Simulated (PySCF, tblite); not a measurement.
Isomers of C6H14Ge. Computed with GFN2-xTB (tblite): harmonic, unscaled wavenumbers at the GFN2-xTB geometry, gas phase. This tight-binding method is rough: wavenumbers can miss measured ones by several per cent, in bad cases by 10 to 20. Modes of hydrogen on germanium can be 10 to 20 % off. One conformer each.

Electronic energies: PBE0-D3(BJ)/def2-SVP at its own geometries (PySCF, gas phase).

```tsv
SMILES	electronic energy, lowest = 0 (kJ/mol)
C[CH2][GeH]1[CH2]CC[CH2]1	3.9
CC(C)C1[CH2][GeH2][CH2]1	82.7
CC1C[CH2][GeH2][CH2]C1	0.0
C[C@H]1CCC[CH2][GeH2]1	4.1
```

How do GFN2-xTB zero-point energies change the relative energies?

| SMILES | ZPE (kJ/mol) | of it from modes above 1550 cm⁻¹ | electronic (kJ/mol) | with ZPE, lowest = 0 (kJ/mol) | lowest mode (cm⁻¹) | rings |
| --- | --- | --- | --- | --- | --- | --- |
| CC1C[CH2][GeH2][CH2]C1 | 474.0 | 236.5 | 0.0 | 0.0 | 86 | 1 |
| C[CH2][GeH]1[CH2]CC[CH2]1 | 476.3 | 243.1 | 3.9 | 6.2 | 42 | 1 |
| C[C@H]1CCC[CH2][GeH2]1 | 474.0 | 236.0 | 4.1 | 4.1 | 84 | 1 |
| CC(C)C1[CH2][GeH2][CH2]1 | 468.8 | 238.1 | 82.7 | 77.5 | 84 | 1 |

The zero-point energies span 7.5 kJ/mol, from `CC(C)C1[CH2][GeH2][CH2]1` to `C[CH2][GeH]1[CH2]CC[CH2]1`. The lowest isomer stays, but the order above it changes.

And how do the electronic energies of GFN2-xTB itself compare?

`CC1C[CH2][GeH2][CH2]C1` 0.0; `C[CH2][GeH]1[CH2]CC[CH2]1` 38.6; `C[C@H]1CCC[CH2][GeH2]1` 6.1; `CC(C)C1[CH2][GeH2][CH2]1` 73.0 kJ/mol, lowest = 0. Against the energies above, taken from the same isomer `CC1C[CH2][GeH2][CH2]C1`, the largest difference is 34.7 kJ/mol. The two levels were optimised apart and needn't hold the same conformer.

What do entropy and thermal enthalpy add at 298.15 K and 1 bar (rigid rotor, harmonic oscillator, one conformer each)?

| SMILES | point group | symmetry number | S (J/(mol K)) | H − H(0) (kJ/mol) | ZPE + H − H(0) − TS (kJ/mol) |
| --- | --- | --- | --- | --- | --- |
| CC1C[CH2][GeH2][CH2]C1 | Cs | 1 | 379.2 | 25.43 | 386.4 |
| C[CH2][GeH]1[CH2]CC[CH2]1 | C1 | 1 | 404.3 | 27.62 | 383.4 |
| C[C@H]1CCC[CH2][GeH2]1 | C1 | 1 | 380.8 | 25.69 | 386.2 |
| CC(C)C1[CH2][GeH2][CH2]1 | Cs | 1 | 394.9 | 27.31 | 378.4 |
